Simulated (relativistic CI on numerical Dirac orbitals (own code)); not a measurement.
# Slater's F² for K⁵⁺ from its measured terms

Problem. The ground configuration 3s²3p² of K⁵⁺ has the measured levels ³P: 0.0 (J = 0), 1132.5 (J = 1), 2927.2 (J = 2); ¹D: 18977.8 (J = 2); ¹S: 43358.8 (J = 0) cm⁻¹ (Sansonetti, J. Phys. Chem. Ref. Data 37, 7 (2008)). Test the one-configuration theory of p2 and extract F²(3p,3p).

Working.
1. Centres of gravity, weighted by 2J + 1: ³P 2003.7, ¹D 18977.8, ¹S 43358.8 cm⁻¹. To first order spin-orbit coupling drops out of them.
2. Slater-Condon theory gives ¹D − ³P = 6F²/25 and ¹S − ¹D = 9F²/25, so the ratio of the upper interval to the lower is 9/6 = 1.500, whatever F².
3. Measured intervals: 16974.1 and 24381.0 cm⁻¹, ratio 1.436.
4. F² from the lower interval is 70725 and from the upper 67725 cm⁻¹.

Check. The radial integral calculated for this configuration (Dirac-KLI orbitals, unscaled) is F² = 84021 cm⁻¹; the two empirical values are 84 % and 81 % of it. The ratio departs from 1.50 through mixing with other configurations and second-order spin-orbit coupling.
